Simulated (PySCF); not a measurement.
# Bonding in `CC(C)=C(C=O)C[SiH2]CCl`

C₇H₁₃ClOSi.
Numbering: `[CH3:1][C:2]([CH3:3])=[C:4]([CH:5]=[O:6])[CH2:7][SiH2:8][CH2:9][Cl:10]` (hydrogens: H11, H12, H13 on C1; H14, H15, H16 on C3; H17 on C5; H18, H19 on C7; H20, H21 on Si8; H22, H23 on C9)

Structure used (GFN2-xTB), in Å, numbered top down from 1:
```xyz
23
C7H13ClOSi angstrom
C     -3.140   -0.484    0.211
C     -1.808    0.159    0.011
C     -1.864    1.629   -0.256
C     -0.605   -0.466    0.056
C     -0.446   -1.874    0.302
O      0.643   -2.417    0.359
C      0.680    0.271   -0.146
Si     2.243   -0.811    0.065
C      3.615    0.529   -0.188
Cl     3.480    1.784    1.067
H     -3.094   -1.560    0.333
H     -3.782   -0.258   -0.641
H     -3.615   -0.056    1.095
H     -2.882    2.004   -0.209
H     -1.253    2.171    0.466
H     -1.453    1.849   -1.242
H     -1.347   -2.487    0.440
H      0.683    0.722   -1.142
H      0.733    1.105    0.556
H      2.525   -1.705   -1.062
H      2.506   -1.237    1.438
H      4.613    0.110   -0.088
H      3.564    1.049   -1.141
```

Bond orders from the PBE0/pcSseg-1 density (PySCF). Geometry: GFN2-xTB, one conformer, isolated molecule.

Task: Where do the orders between heavy atoms depart from those drawn in the SMILES?

Result: The largest departure is 0.401, at C2–C4 (drawn double, 1.599). Drawn single, order above 1.12: C1–C2 (1.134), C4–C5 (1.138) and C4–C7 (1.128). Drawn single, order below 0.88: C7–Si8 (0.846) and Si8–C9 (0.761). Drawn double or triple, more than 0.30 short of the drawn order: C2–C4 (1.599).

Task: Set the Mayer orders of the bonds between heavy atoms beside their lengths.

Result: 
| bond | drawn as | length (Å) | Mayer order |
| --- | --- | --- | --- |
| C1–C2 | single | 1.493 | 1.134 |
| C2–C3 | single | 1.495 | 1.119 |
| C2–C4 | double | 1.356 | 1.599 |
| C4–C5 | single | 1.437 | 1.138 |
| C5–O6 | double | 1.219 | 1.709 |
| C4–C7 | single | 1.495 | 1.128 |
| C7–Si8 | single | 1.913 | 0.846 |
| Si8–C9 | single | 1.935 | 0.761 |
| C9–Cl10 | single | 1.780 | 0.931 |

By pair of heavy elements: C–C: lowest C2–C3 (1.119, 1.495 Å), highest C2–C4 (1.599, 1.356 Å). C–Si: lowest Si8–C9 (0.761, 1.935 Å), highest C7–Si8 (0.846, 1.913 Å).

Task: And the bonds to hydrogen?

Result: C–H: 0.91 to 0.97 (11 bonds); H–Si: 0.94 to 0.96 (2 bonds).

Task: Sum the orders of all bonds at each heavy atom with more than one neighbour and set the sums beside the valence in the SMILES.

Result: C1 3.935 (drawn 4), C2 3.852 (drawn 4), C3 3.933 (drawn 4), C4 3.865 (drawn 4), C5 3.814 (drawn 4), C7 3.804 (drawn 4), Si8 3.516 (drawn 4), C9 3.587 (drawn 4). Orders between atoms that aren't bonded are not in these sums.

Mayer orders depend on the basis set.
